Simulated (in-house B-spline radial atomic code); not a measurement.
Configurations of the chlorine ion Cl²⁺, with energies counted from [Ne] 3s2 3p3. All numbers are computed (non-relativistic TPSSh, spin-polarised, spherical fractional occupations, exact exchange averaged over the configuration; point nucleus) with a radial B-spline atomic code at the basis-set limit, not measured. Shells without spins written out take the highest spin.

Occupations are held fixed; configurations that lie above the ionisation limit could autoionise.

| configuration | E - E(ref) (eV) | highest orbital | its <r> (bohr) |
| --- | --- | --- | --- |
| [Ne] 3s1 3p4 | 13.055 | 3p down | 1.634 |
| [Ne] 3s1 3p3 4f1 | 40.2 | 4f up | 5.668 |
| [He] 2s2 2p5 3s2 3p3 4s1 | 220.96 | 4s up | 3.414 |
| [He] 2s2 2p5 3s2 3p3 4p1 | 224.28 | 4p up | 3.877 |
| [He] 2s2 2p5 3s2 3p3 4d1 | 228.72 | 4d up | 4.903 |

(1) Order these further configurations by energy, lowest first.
A. [Ne] 3s1 3p3 4p1
B. [Ne] 3s2 3p2 3d1
C. [Ne] 3s1 3p3 4s1
D. [Ne] 3s1 3p3 3d1
E. [Ne] 3s2 3p2 4d1

Results:

(1) B (18.631 eV), D (26.032 eV), E (29.53 eV), C (30.14 eV), A (33.442 eV).
